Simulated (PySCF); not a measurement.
Molfile (atoms numbered from 1):
```
C10H10
     RDKit          3D

 20 20  0  0  0  0  0  0  0  0999 V2000
    3.8071   -0.3029   -0.7202 C   0  0  0  0  0  0  0  0  0  0  0  0
    2.7944   -1.4267   -0.4985 C   0  0  0  0  0  0  0  0  0  0  0  0
    1.4652   -0.9044   -0.2570 C   0  0  0  0  0  0  0  0  0  0  0  0
    0.3709   -0.4453   -0.0593 C   0  0  0  0  0  0  0  0  0  0  0  0
   -0.9257    0.0726    0.1758 C   0  0  0  0  0  0  0  0  0  0  0  0
   -1.1440    1.4505    0.1798 C   0  0  0  0  0  0  0  0  0  0  0  0
   -2.4120    1.9490    0.4091 C   0  0  0  0  0  0  0  0  0  0  0  0
   -3.4717    1.0853    0.6353 C   0  0  0  0  0  0  0  0  0  0  0  0
   -3.2600   -0.2842    0.6320 C   0  0  0  0  0  0  0  0  0  0  0  0
   -1.9959   -0.7928    0.4044 C   0  0  0  0  0  0  0  0  0  0  0  0
    3.8516    0.3447    0.1526 H   0  0  0  0  0  0  0  0  0  0  0  0
    3.5231    0.2995   -1.5802 H   0  0  0  0  0  0  0  0  0  0  0  0
    4.7973   -0.7172   -0.8971 H   0  0  0  0  0  0  0  0  0  0  0  0
    3.0948   -2.0350    0.3607 H   0  0  0  0  0  0  0  0  0  0  0  0
    2.7624   -2.0785   -1.3772 H   0  0  0  0  0  0  0  0  0  0  0  0
   -0.3141    2.1196    0.0027 H   0  0  0  0  0  0  0  0  0  0  0  0
   -2.5769    3.0169    0.4110 H   0  0  0  0  0  0  0  0  0  0  0  0
   -4.4617    1.4778    0.8147 H   0  0  0  0  0  0  0  0  0  0  0  0
   -4.0860   -0.9584    0.8070 H   0  0  0  0  0  0  0  0  0  0  0  0
   -1.8240   -1.8597    0.4015 H   0  0  0  0  0  0  0  0  0  0  0  0
  1  2  1  0
  2  3  1  0
  3  4  3  0
  4  5  1  0
  5  6  2  0
  6  7  1  0
  7  8  2  0
  8  9  1  0
  9 10  2  0
 10  5  1  0
  1 11  1  0
  1 12  1  0
  1 13  1  0
  2 14  1  0
  2 15  1  0
  6 16  1  0
  7 17  1  0
  8 18  1  0
  9 19  1  0
 10 20  1  0
M  END
```

[PySCF: GFN2-xTB structure; shielding tensors at PBE0/pcSseg-1 (GIAO); non-relativistic; a single conformation; averaged over atoms made equivalent by symmetry, fast rotation or ring inversion; no solvent model]

δ = σ(ref) − σ, references computed at the same level: TMS for 13C (186.93 ppm), 1H (31.72 ppm).

```tsv
atoms	nucleus	count	δ (ppm)
C2	13C	1	16.5
C8	13C	1	?
H17/H19	1H	2	7.57
H16/H20	1H	2	?
H14/H15	1H	2	2.63
C5	13C	1	128.9
C6/C10	13C	2	138.5
H18	1H	1	7.50
C1	13C	1	?
C4	13C	1	?
C7/C9	13C	2	133.6
C3	13C	1	101.8
H11/H12/H13	1H	3	1.33
```

Question: Fill in the missing shifts.

Answer: 
- C8: 132.5 ppm, aromatic CH; the aromatic region
- C4: 88.2 ppm, alkyne carbon; the triple bond shields along its axis, which puts it between sp3 and sp2 carbons
- C1: 16.9 ppm, methyl carbon; saturated and bonded to C and H only
- H16/H20: 7.75 ppm, hydrogen on an aromatic CH; the ring current deshields protons in the ring plane

Shifts are as computed. Against solution values, carbons near 30 ppm lie about +3 ppm off and those near 130 ppm about +5 ppm. Of 1211 compounds with measured shifts, 218 miss one by over three times the rms of a fit or turn the order of signals round; such compounds aren't used in these exercises.
